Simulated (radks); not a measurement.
The numbers below are computed, except where a source is named.
Species: Ni14+. Configuration: [Ne] 3s2 3p2 (the NIST ground configuration). Code: a radial shooting solver on a logarithmic mesh with Libxc functionals. Model: non-relativistic Kohn-Sham, PBE, spin-polarised, spherical densities, point nucleus; open shells are filled with parallel spins first. Some entries of the table are withheld. Estimate them.

orbital  occ.  eigenvalue (hartree)  r(max) (bohr)
1s up       1             -315.4888        0.03615
1s down     1             -315.4268        0.03614
2s up       1             -51.88758         0.2068
2s down     1             -51.83461         0.2068
2p up       3                   (1)         0.1653
2p down     3                   (2)         0.1654
3s up       1             -17.69239         0.5936
3s down     1             -17.40436         0.5937
3p up       2             -16.28990         0.5791
3p down     0             -16.00656         0.5789

Answer. 
(1) 2p up eigenvalue (hartree): -47.51650
(2) 2p down eigenvalue (hartree): -47.44205
